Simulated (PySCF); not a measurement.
PySCF input for C3H6BNO, SMILES CB(CC#N)O, ωB97X-D3(BJ)/def2-SVP. 

```python
import numpy as np
from pyscf import gto, scf, dft
from pyscf.geomopt import geometric_solver

mol = gto.M(
    atom='''
    C     2.36112559   -0.10334396    0.22619813
    B     0.80046410    0.17677756    0.21062352
    O     0.34156688    1.28836218    0.76934089
    C    -0.18180259   -0.90904080   -0.49522018
    C    -1.54335553   -0.47251582   -0.46214135
    N    -2.60145998   -0.03840835   -0.38760008
    H     2.89727800    0.64400334    0.80304001
    H     2.76769762   -0.09308350   -0.78310977
    H     2.59378804   -1.08044437    0.64338419
    H    -0.60355692    1.46043595    0.74938161
    H     0.11232754   -1.07075267   -1.53446387
    H    -0.10797493   -1.87268222    0.01410386
    ''',
    basis='def2-SVP',
    charge=0,
    spin=0,
    max_memory=1600,
    verbose=3,
)
mf = dft.RKS(mol, xc='wb97x-d3bj').density_fit(auxbasis='def2-universal-jkfit')
mf.grids.level = 3
mf.conv_tol = 1e-9
mf.max_cycle = 100
mf.kernel()
grad = mf.nuc_grad_method()
grad.grid_response = mol.nao <= 150
conv, mol_eq = geometric_solver.kernel(grad, convergence_set='GAU_TIGHT', maxsteps=100)
print(mol_eq.tostring(format='xyz'))
mf.reset(mol_eq)
mf.kernel()
```

It prints:

```
converged SCF energy = -272.720595201791
[banner and settings of the optimiser left out]
Geometry optimization cycle 1
Cartesian coordinates (Angstrom)
 Atom        New coordinates             dX        dY        dZ
   C   2.361126  -0.103344   0.226198    0.000000  0.000000  0.000000
   B   0.800464   0.176778   0.210624    0.000000  0.000000  0.000000
   O   0.341567   1.288362   0.769341   -0.000000  0.000000  0.000000
   C  -0.181803  -0.909041  -0.495220    0.000000  0.000000  0.000000
   C  -1.543356  -0.472516  -0.462141    0.000000  0.000000  0.000000
   N  -2.601460  -0.038408  -0.387600    0.000000  0.000000  0.000000
   H   2.897278   0.644003   0.803040    0.000000  0.000000  0.000000
   H   2.767698  -0.093083  -0.783110    0.000000  0.000000  0.000000
   H   2.593788  -1.080444   0.643384    0.000000  0.000000  0.000000
   H  -0.603557   1.460436   0.749382    0.000000  0.000000  0.000000
   H   0.112328  -1.070753  -1.534464    0.000000  0.000000  0.000000
   H  -0.107975  -1.872682   0.014104    0.000000  0.000000  0.000000

WARN: Mole.unit (angstrom) is changed to Bohr

converged SCF energy = -272.7205952018
--------------- DFRKS_Scanner gradients ---------------
         x                y                z
0 C     0.0118477438    -0.0045338747    -0.0022406950
1 B    -0.0125570982     0.0237317890     0.0114445272
2 O     0.0010395644    -0.0191872979    -0.0103761227
3 C    -0.0132626980    -0.0054885751    -0.0046957799
4 C    -0.0062437646     0.0040900108     0.0012603643
5 N     0.0284746365    -0.0121721884    -0.0023810676
6 H    -0.0044962852    -0.0074881921    -0.0055453922
7 H    -0.0027211073     0.0006086857     0.0105995035
8 H    -0.0010344400     0.0102027984    -0.0032665583
9 H     0.0071697039     0.0028503448     0.0024903230
10 H    -0.0047573067     0.0014303345     0.0058483390
11 H    -0.0034589348     0.0059561547    -0.0031374470
----------------------------------------------
cycle 1: E = -272.720595202  dE = -272.721  norm(grad) = 0.0571805
Step    0 : Gradient = 1.651e-02/3.106e-02 (rms/max) Energy = -272.7205952018
Hessian Eigenvalues: 2.30000e-02 2.30000e-02 2.30000e-02 ... 5.52872e-01 6.04517e-01 1.37325e+00

Geometry optimization cycle 2
Cartesian coordinates (Angstrom)
 Atom        New coordinates             dX        dY        dZ
   C   2.367457  -0.109139   0.226087    0.006331 -0.005795 -0.000112
   B   0.816313   0.178806   0.214278    0.015849  0.002029  0.003655
   O   0.297599   1.289661   0.763564   -0.043968  0.001299 -0.005776
   C  -0.165298  -0.893212  -0.485961    0.016504  0.015828  0.009259
   C  -1.553334  -0.439875  -0.445096   -0.009979  0.032641  0.017045
   N  -2.617733   0.008531  -0.360531   -0.016273  0.046939  0.027069
   H   2.919806   0.644599   0.808621    0.022528  0.000595  0.005581
   H   2.764408  -0.106179  -0.804665   -0.003290 -0.013095 -0.021556
   H   2.587201  -1.107539   0.641983   -0.006587 -0.027095 -0.001401
   H  -0.662667   1.382812   0.695404   -0.059110 -0.077624 -0.053978
   H   0.151708  -1.055483  -1.529793    0.039380  0.015270  0.004671
   H  -0.069363  -1.863673   0.029647    0.038612  0.009009  0.015543
converged SCF energy = -272.723240601146
--------------- DFRKS_Scanner gradients ---------------
         x                y                z
0 C     0.0002371351    -0.0041820809    -0.0027260098
1 B     0.0000322921     0.0085251983     0.0047151926
2 O    -0.0033768605    -0.0078233721    -0.0046290969
3 C     0.0007004575    -0.0003940969    -0.0000288558
4 C     0.0004814182     0.0022172514     0.0013461015
5 N    -0.0008122923    -0.0004734114    -0.0004544237
6 H    -0.0003512902     0.0006659602     0.0004669893
7 H     0.0005987241     0.0001293883    -0.0002097083
8 H     0.0005289204    -0.0002903473     0.0003855389
9 H     0.0007450729     0.0014806971     0.0009262534
10 H     0.0007040022     0.0002513054    -0.0002403205
11 H     0.0005124344    -0.0001064962     0.0004483347
----------------------------------------------
cycle 2: E = -272.723240601  dE = -0.0026454  norm(grad) = 0.015134
Step    1 : Displace = 4.618e-02/1.115e-01 (rms/max) Trust = 1.000e-01 (=) Grad = 4.369e-03/9.742e-03 (rms/max) E (change) = -272.7232406011 (-2.645e-03) Quality = 0.938
Hessian Eigenvalues: 2.29952e-02 2.30000e-02 2.30000e-02 ... 5.49587e-01 5.76669e-01 1.37721e+00

Geometry optimization cycle 3
Cartesian coordinates (Angstrom)
 Atom        New coordinates             dX        dY        dZ
   C   2.366993  -0.094946   0.235555   -0.000464  0.014193  0.009468
   B   0.814691   0.157893   0.202913   -0.001622 -0.020913 -0.011366
   O   0.343366   1.290746   0.768129    0.045767  0.001086  0.004565
   C  -0.180684  -0.907405  -0.496485   -0.015385 -0.014193 -0.010523
   C  -1.571587  -0.451150  -0.452797   -0.018253 -0.011276 -0.007701
   N  -2.633282   0.006418  -0.360616   -0.015549 -0.002113 -0.000085
   H   2.905710   0.668539   0.821318   -0.014096  0.023940  0.012697
[...]
7 H    -0.0000000584    -0.0000016178    -0.0000000479
8 H    -0.0000003235     0.0000005468     0.0000015602
9 H    -0.0000012463     0.0000000584    -0.0000001539
10 H     0.0000002907    -0.0000001792     0.0000001001
11 H     0.0000006467    -0.0000000879    -0.0000001706
----------------------------------------------
cycle 40: E = -272.723565209  dE = -7.39703e-10  norm(grad) = 7.13723e-06
Step   39 : Displace = 6.199e-05/1.170e-04 (rms/max) Trust = 6.180e-05 (=) Grad = 1.693e-06/3.465e-06 (rms/max) E (change) = -272.7235652093 (-7.397e-10) Quality = 0.707
Hessian Eigenvalues: 6.60600e-05 1.48984e-04 2.61330e-03 ... 6.34505e-01 9.04765e-01 1.90262e+00

Geometry optimization cycle 41
Cartesian coordinates (Angstrom)
 Atom        New coordinates             dX        dY        dZ
   C   2.336001  -0.066292   0.395258    0.000001  0.000012 -0.000003
   B   0.788855   0.170686   0.226171   -0.000001  0.000001 -0.000001
   O   0.229226   1.306535   0.700426   -0.000002  0.000013 -0.000030
   C  -0.119004  -0.928800  -0.529451   -0.000002 -0.000020  0.000029
   C  -1.508000  -0.492268  -0.637696   -0.000001 -0.000016 -0.000003
   N  -2.574080  -0.041059  -0.660012    0.000001 -0.000015 -0.000041
   H   2.795142   0.660359   1.081379   -0.000026 -0.000038  0.000069
   H   2.828752   0.036355  -0.588391    0.000004  0.000133  0.000010
   H   2.560504  -1.086889   0.746940    0.000032 -0.000015 -0.000104
   H  -0.721831   1.380207   0.532511   -0.000001  0.000009 -0.000036
   H   0.293114  -1.125438  -1.532960    0.000006 -0.000066  0.000040
   H  -0.069880  -1.883201   0.020868   -0.000012  0.000002  0.000071
converged SCF energy = -272.723565210098
--------------- DFRKS_Scanner gradients ---------------
         x                y                z
0 C    -0.0000003008     0.0000026314    -0.0000001095
1 B     0.0000021701    -0.0000009505    -0.0000005928
2 O    -0.0000014839     0.0000021516     0.0000005755
3 C     0.0000028048     0.0000012964     0.0000004152
4 C    -0.0000074061     0.0000010533    -0.0000000569
5 N     0.0000037967    -0.0000041025    -0.0000004582
6 H     0.0000002178     0.0000011036    -0.0000005798
7 H     0.0000000905    -0.0000013752    -0.0000002156
8 H    -0.0000001446     0.0000003455     0.0000016930
9 H    -0.0000016009    -0.0000000236    -0.0000002323
10 H     0.0000008567    -0.0000005536    -0.0000012936
11 H     0.0000009803    -0.0000015734     0.0000008485
----------------------------------------------
cycle 41: E = -272.72356521  dE = -7.54881e-10  norm(grad) = 1.1547e-05
Step   40 : Displace = 6.499e-05/1.224e-04 (rms/max) Trust = 6.180e-05 (=) Grad = 3.176e-06/8.303e-06 (rms/max) E (change) = -272.7235652101 (-7.549e-10) Quality = 0.668
Hessian Eigenvalues: 1.48010e-04 4.07611e-04 2.24141e-03 ... 6.18466e-01 9.32919e-01 2.17593e+00

Geometry optimization cycle 42
Cartesian coordinates (Angstrom)
 Atom        New coordinates             dX        dY        dZ
   C   2.336000  -0.066280   0.395258   -0.000001  0.000012  0.000000
   B   0.788852   0.170685   0.226168   -0.000003 -0.000001 -0.000003
   O   0.229222   1.306547   0.700390   -0.000004  0.000013 -0.000036
   C  -0.119004  -0.928823  -0.529426   -0.000000 -0.000023  0.000026
   C  -1.507996  -0.492284  -0.637698    0.000004 -0.000017 -0.000002
   N  -2.574073  -0.041068  -0.660035    0.000007 -0.000009 -0.000022
   H   2.795115   0.660324   1.081447   -0.000027 -0.000036  0.000068
   H   2.828753   0.036483  -0.588378    0.000001  0.000128  0.000013
   H   2.560534  -1.086903   0.746842    0.000030 -0.000014 -0.000098
   H  -0.721834   1.380218   0.532465   -0.000002  0.000011 -0.000045
   H   0.293122  -1.125500  -1.532923    0.000008 -0.000062  0.000037
   H  -0.069893  -1.883203   0.020930   -0.000013 -0.000002  0.000062
converged SCF energy = -272.723565210943
--------------- DFRKS_Scanner gradients ---------------
         x                y                z
0 C    -0.0000002014     0.0000021652    -0.0000000873
1 B     0.0000020263    -0.0000006278    -0.0000006566
2 O    -0.0000012290     0.0000019855     0.0000005927
3 C     0.0000024859     0.0000007335    -0.0000000206
4 C    -0.0000050701     0.0000001588    -0.0000002495
5 N     0.0000026611    -0.0000035749    -0.0000000714
6 H     0.0000000572     0.0000010661    -0.0000007818
7 H    -0.0000000594    -0.0000012846    -0.0000000219
8 H    -0.0000001182     0.0000006206     0.0000017363
9 H    -0.0000017955     0.0000000867    -0.0000002414
10 H     0.0000005421    -0.0000003355    -0.0000008023
11 H     0.0000007331    -0.0000010077     0.0000006034
----------------------------------------------
cycle 42: E = -272.723565211  dE = -8.45262e-10  norm(grad) = 8.99581e-06
Step   41 : Displace = 6.189e-05/1.187e-04 (rms/max) Trust = 6.180e-05 (=) Grad = 2.422e-06/5.821e-06 (rms/max) E (change) = -272.7235652109 (-8.453e-10) Quality = 0.849
Eigenvalues below 1.0000e-05 (-4.0187e-03) - returning guess
Hessian Eigenvalues: 2.30000e-02 2.30000e-02 2.30000e-02 ... 5.36696e-01 5.45706e-01 1.29211e+00

Geometry optimization cycle 43
Cartesian coordinates (Angstrom)
 Atom        New coordinates             dX        dY        dZ
   C   2.335999  -0.066278   0.395255   -0.000001  0.000002 -0.000003
   B   0.788850   0.170684   0.226170   -0.000002 -0.000001  0.000002
   O   0.229228   1.306552   0.700383    0.000006  0.000005 -0.000007
   C  -0.119008  -0.928830  -0.529412   -0.000004 -0.000007  0.000014
   C  -1.507992  -0.492287  -0.637700    0.000004 -0.000002 -0.000003
   N  -2.574068  -0.041067  -0.660054    0.000005  0.000002 -0.000020
   H   2.795108   0.660296   1.081479   -0.000006 -0.000027  0.000031
   H   2.828752   0.036538  -0.588376   -0.000001  0.000054  0.000002
   H   2.560542  -1.086917   0.746787    0.000008 -0.000014 -0.000055
   H  -0.721826   1.380227   0.532458    0.000008  0.000009 -0.000008
   H   0.293122  -1.125521  -1.532903   -0.000000 -0.000022  0.000020
   H  -0.069908  -1.883202   0.020956   -0.000015  0.000001  0.000026
converged SCF energy = -272.723565211459
--------------- DFRKS_Scanner gradients ---------------
         x                y                z
0 C     0.0000000416     0.0000031476    -0.0000000660
1 B     0.0000000826    -0.0000003960    -0.0000008001
2 O    -0.0000013359     0.0000012950     0.0000003408
3 C     0.0000001401     0.0000005143    -0.0000003086
4 C     0.0000026500    -0.0000027582     0.0000000417
5 N    -0.0000006631    -0.0000022388    -0.0000002200
6 H     0.0000000868     0.0000008461    -0.0000008491
7 H    -0.0000000806    -0.0000015174     0.0000001645
8 H    -0.0000003382     0.0000007249     0.0000016070
9 H    -0.0000003534    -0.0000000642    -0.0000000671
10 H    -0.0000004269     0.0000001244     0.0000004413
11 H     0.0000002151     0.0000003327    -0.0000002804
----------------------------------------------
cycle 43: E = -272.723565211  dE = -5.15968e-10  norm(grad) = 6.52462e-06
Step   42 : Displace = 2.985e-05/5.659e-05 (rms/max) Trust = 8.740e-05 (+) Grad = 1.412e-06/2.496e-06 (rms/max) E (change) = -272.7235652115 (-5.160e-10) Quality = 1.797
Hessian Eigenvalues: 2.30000e-02 2.30000e-02 2.30000e-02 ... 5.36696e-01 5.45706e-01 1.29211e+00
Converged! =D

12
XYZ from PySCF
C           2.33599919       -0.06627830        0.39525463
B           0.78884954        0.17068358        0.22617038
O           0.22922778        1.30655192        0.70038268
C          -0.11900771       -0.92882988       -0.52941168
C          -1.50799157       -0.49228657       -0.63770032
N          -2.57406805       -0.04106683       -0.66005405
H           2.79510835        0.66029642        1.08147855
H           2.82875157        0.03653754       -0.58837577
H           2.56054151       -1.08691669        0.74678739
H          -0.72182603        1.38022693        0.53245772
H           0.29312174       -1.12552120       -1.53290280
H          -0.06990821       -1.88320210        0.02095580
converged SCF energy = -272.723565211471
```

The calculation finished and met its thresholds.

Cost: very roughly 8 core-minutes.
